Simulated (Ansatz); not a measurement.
Ni2O. The state is a singlet with charge 0. Geometry B3LYP-D4/def2-TZVP.

```tsv
atom	x (Å)	y (Å)	z (Å)
Ni1	-0.138	0.206	-1.183
Ni2	-0.549	0.297	1.035
O3	0.687	-0.504	0.148
```

The restricted singlet is unstable towards broken spin symmetry at other levels; at PBE-D4/def2-SVP, r2SCAN-D4/def2-TZVPD, PBE0-D4/def2-SVP this wasn't settled. At PBE-D4/def2-SVP, PBE-D4/def2-TZVP an occupied level lies above an empty one. At PBE-D4/def2-TZVP, r2SCAN-D4/def2-TZVP the restricted singlet is unstable: a solution with broken spin symmetry lies lower. At PBE0-D4/def2-TZVP a triplet of charge 0 lies 1.05 eV below the restricted singlet, each at its own geometry. The structure comes from a short search, and lower isomers may exist.

Estimate the orbital energies around the gap (eV) in Ansatz with PBE-D4/def2-SVP, PBE-D4/def2-TZVP, r2SCAN-D4/def2-TZVP, r2SCAN-D4/def2-TZVPD, PBE0-D4/def2-SVP.


| orbital | PBE-D4/def2-SVP | PBE-D4/def2-TZVP | r2SCAN-D4/def2-TZVP | r2SCAN-D4/def2-TZVPD | PBE0-D4/def2-SVP |
| --- | --- | --- | --- | --- | --- |
| HOMO−5 | -4.06 | -4.98 | -5.09 | -5.24 | -6.00 |
| HOMO−4 | -3.95 | -4.88 | -5.08 | -5.24 | -5.93 |
| HOMO−3 | -3.75 | -4.60 | -4.67 | -4.81 | -5.27 |
| HOMO−2 | -3.43 | -4.23 | -4.32 | -4.47 | -5.19 |
| HOMO−1 | -3.38 | -4.21 | -4.27 | -4.43 | -5.15 |
| HOMO | -3.14 | -3.89 | -4.06 | -4.26 | -4.88 |
| LUMO | -3.63 | -4.25 | -3.98 | -4.13 | -2.17 |
| LUMO+1 | -2.53 | -2.97 | -2.70 | -2.89 | -1.23 |
| LUMO+2 | -2.09 | -2.39 | -2.03 | -2.18 | -0.80 |
| LUMO+3 | 1.19 | 0.47 | 0.78 | -0.29 | 2.45 |
| LUMO+4 | 1.84 | 1.44 | 1.67 | -0.17 | 3.09 |
| LUMO+5 | 2.76 | 2.35 | 2.70 | 1.10 | 3.71 |
